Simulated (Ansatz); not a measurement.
Coupled-cluster diagnostics for B4P4H14, a cluster cut from wurtzite BP (hydrogen-capped), Ansatz.

Geometry of the singlet (PBE-D4/def2-SVP):

```xyz
22

B     2.1071    0.1122    0.4642
P     1.4651   -0.1756   -1.3734
B    -0.5592   -1.4404    1.5100
P     0.4703    0.2315    1.5425
P    -1.0975   -1.6499   -0.3710
B    -0.4865   -0.2394   -1.5955
B    -0.6266    1.7830    1.0469
P    -1.1493    1.4397   -0.8187
H     2.7735   -0.8649    0.7784
H     2.7198    1.1716    0.4762
H     1.9817   -1.3598   -1.9839
H     1.9498    0.7897   -2.3088
H     0.1464   -2.3980    1.7982
H    -1.5811   -1.3424    2.1761
H     0.8821    0.4342    2.8933
H    -0.6933   -2.8927   -0.9487
H    -2.5099   -1.7644   -0.5555
H    -0.8384   -0.4127   -2.7495
H     0.0343    2.8129    1.0598
H    -1.6525    1.8281    1.7128
H    -0.7736    2.4813   -1.7219
H    -2.5622    1.4560   -1.0314
```

Correlated methods freeze 24 core orbitals.

**Question.** Estimate the CCSD(T) correlation energy, the shares of MP2 and (T), T1 and the reference's ⟨S²⟩ for: charge 0, singlet, own geometry in def2-SVP; and the rough time on 4 threads of Arm Neoverse V2 on a shared host.

**Answer.** 
```json
{"state": "charge 0, singlet, own geometry", "basis": "def2-SVP", "correlation (eV)": "-29.180", "MP2 share (%)": "85.4", "(T) share (%)": "3.6", "T1": "0.011", "⟨S²⟩ (pure)": "0.00 (0.00)", "wall time": "90 s"}
```
Customary marks for T1 are 0.02 (closed shells), 0.045 (open shells) and about 0.05 (3d metals). T1 stays under 0.02 throughout.
